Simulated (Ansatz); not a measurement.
The cluster Zn3Se3⁺. Total charge 1; doublet. Geometry PBE-D4/def2-SVP; atoms count from 1.

```xyz
6

Zn    0.776   -1.244   -0.277
Zn   -2.676   -1.064    1.238
Zn    1.356    1.337    0.117
Se   -1.399   -0.443   -0.976
Se   -0.828    1.868   -0.635
Se    2.771   -0.453    0.532
```

Another isomer (doublet) lies 0.09 eV lower at PBE0-D4/def2-SVP; other spin states weren't run for this one.

Q: Estimate the Mulliken populations from the PBE0/def2-SVP orbitals of Ansatz.

A: 
```json
{"atom": "Zn1", "charge (e)": "0.51", "spin (α − β)": "0.00", "d electrons": "9.95"}
{"atom": "Zn2", "charge (e)": "0.50", "spin (α − β)": "0.71", "d electrons": "9.98"}
{"atom": "Zn3", "charge (e)": "0.51", "spin (α − β)": "0.00", "d electrons": "9.95"}
{"atom": "Se4", "charge (e)": "-0.15", "spin (α − β)": "0.26", "d electrons": "–"}
{"atom": "Se5", "charge (e)": "-0.12", "spin (α − β)": "0.04", "d electrons": "–"}
{"atom": "Se6", "charge (e)": "-0.25", "spin (α − β)": "0.00", "d electrons": "–"}
```
Mulliken values and Mayer orders depend strongly on the basis.

Q: Where does the spin sit?

A: Summed by element: Zn 0.71, Se 0.29, of 1 unpaired in all. Largest on single atoms: Zn2 0.71, Se4 0.26, Se5 0.04.

Q: And the Mayer bond orders between bonded heavy atoms (over 0.3)?

A: Zn1–Se4 0.76 (2.42 Å); Zn1–Se6 1.12 (2.29 Å); Zn2–Se4 0.61 (2.63 Å); Zn3–Se5 0.89 (2.37 Å); Zn3–Se6 1.02 (2.32 Å); Se4–Se5 1.02 (2.40 Å).
